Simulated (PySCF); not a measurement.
**Exact mass, isotope pattern and composition**

Species: `CO[C@H](F)OC(=O)C[SiH2]C`.

All values are calculated from tables of isotopes.

(1) Find the molar and monoisotopic masses of C5H11FO3Si.

(2) What cluster does the molecular ion M+• show when like nominal masses merge?

(3) Resolve the fine structure: one atom at a time replaced by a minor isotope.

(4) Which m/z would the protonated, sodiated and deprotonated molecule have?

(5) What resolving power m/Δm just matches the spacing of the species with one 29Si and with one 13C?

(6) Double-bond equivalents and nitrogen rule?

(7) Give the mass fraction of each element.

Results:

(1) For C5H11FO3Si, with standard atomic weights, 5 × 12.011 + 3 × 15.999 + 1 × 18.998 + 1 × 28.085 + 11 × 1.008 = 166.223 g/mol. From the most abundant isotopes (12C, 16O, 19F, 28Si, 1H), 5 × 12.000000 + 3 × 15.994915 + 1 × 18.998403 + 1 × 27.976927 + 11 × 1.007825 = 166.0461 u.

(2) 
| nominal mass | m/z (centroid) | relative intensity |
| --- | --- | --- |
| 166 | 166.0456 | 100.0 |
| 167 | 167.0472 | 10.7 |
| 168 | 168.0442 | 4.4 |
| 169 | 169.0475 | 0.3 |

Cut off at 0.1 %. One electron mass, 0.00055 u, is taken off.

(3) Intensity in % of the monoisotopic species:

| isotope | mass shift (u) | m/z | intensity (%) |
| --- | --- | --- | --- |
| 29Si | +0.99957 | 167.0452 | 5.08 |
| 13C | +1.00335 | 167.0490 | 5.41 |
| 17O | +1.00422 | 167.0498 | 0.11 |
| 2H | +1.00628 | 167.0519 | 0.13 |
| 30Si | +1.99684 | 168.0424 | 3.35 |
| 18O | +2.00425 | 168.0498 | 0.62 |

Species under 0.02 % are left out.

(4) [M+H]+ 167.0534, [M+Na]+ 189.0354, [M−H]− 165.0389, for the monoisotopic species (arithmetic only; whether such ions form is another matter).

(5) They lie 0.00379 u apart at mass 167.05, so m/Δm is about 44000.

(6) (2 × 6 + 2 + 0 − 12)/2 = 1; the structure has 0 rings and 1 π bond. The nominal mass 166 is even, with 0 nitrogens, as the rule says.

(7) C 36.13 %, O 28.88 %, F 11.43 %, Si 16.90 %, H 6.67 %.
